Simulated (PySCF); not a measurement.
AlCl$_{2}$, doublet, at a GFN2-xTB geometry (such geometries of metal compounds can be far from the true shape). Base run: CCSD(T)/pcseg-1 run with PySCF.

The PySCF input:
```python
from pyscf import gto, scf, cc

mol = gto.M(
    atom='''
Al    0.00160221    0.63542259    0.02351302
Cl    1.85128917   -0.24859337    0.01717242
Cl   -1.85251440   -0.23731802   -0.03515296
''',
    basis='pcseg-1',
    spin=1,
    verbose=5,
)

mf = scf.UHF(mol)
mf.kernel()

mycc = cc.CCSD(mf)
mycc.kernel()
et = mycc.ccsd_t()
print('E(CCSD(T)) = %.10f' % (mycc.e_tot + et))
```

The base run was repeated with changes; each row names its change, and settings that it needs were set with it.

```csv
change,ΔE vs base (kcal/mol),MP2 correlation (Eh),CC correlation without the perturbative part (Eh),basis functions,core-seconds (rough)
base,0.000,-0.31443,-0.33835,54,20
frozen = 15,(withheld),(withheld),(withheld),54,3
method = ccsd,(withheld),-0.31443,-0.33835,54,10
cc.diis_space = 3,0.000,-0.31443,-0.33835,54,30
cc.level_shift = 0.2,0.000,-0.31443,-0.33835,54,30
density fitting = JK and correlation,0.006,-0.31444,-0.33838,54,30
cc.conv_tol = 1e-5,0.000,-0.31443,-0.33835,54,30
cc.diis_space = 10,0.000,-0.31443,-0.33835,54,30
cc.iterative_damping = 0.8,0.000,-0.31443,-0.33835,54,30
cart = on,(withheld),(withheld),(withheld),(withheld),40
```

Q: What belongs in the gaps?

A: 
- frozen = 15, ΔE vs base (kcal/mol): 10.26
- frozen = 15, MP2 correlation (Eh): -0.29698
- frozen = 15, CC correlation without the perturbative part (Eh): -0.32257
- method = ccsd, ΔE vs base (kcal/mol): 4.86
- cart = on, ΔE vs base (kcal/mol): -12.39
- cart = on, MP2 correlation (Eh): -0.32533
- cart = on, CC correlation without the perturbative part (Eh): -0.34898
- cart = on, basis functions: 57

Open shells are given as the SCF converged; they aren't shown to be the lowest states, and a large step between rows can be another state.
